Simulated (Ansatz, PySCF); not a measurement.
Al(F)2(OMe) (CH₃AlF₂O), SMILES C[O][Al]([F])[F].

The structure is a stationary point at B3LYP-D3(BJ)/def2-SVP. The values are those of a single conformer.

Vertical ionisation energy (IE) and electron affinity (EA) in eV. Rows of orbital energies are one-electron estimates. Where ΔSCF, EOM or ADC give a negative EA the extra electron is unbound and the value depends on the basis.

| level | IE | EA |
|---|---|---|
| −ε(HOMO), −ε(LUMO), PBE0/def2-TZVP (PySCF) | 8.73 | 1.04 |
| ΔSCF, CAM-B3LYP/def2-SVPD (Ansatz), final states of multiplicity 2 and 2 | 11.50 | -0.17 |

Task: What vertical singlet–triplet gap does ΔSCF give with CAM-B3LYP/def2-SVPD (Ansatz, an electronic-structure program)? (The exact figures need the calculation; the answer reports its results.)

Result: 6.41 eV (triplet above singlet where positive).
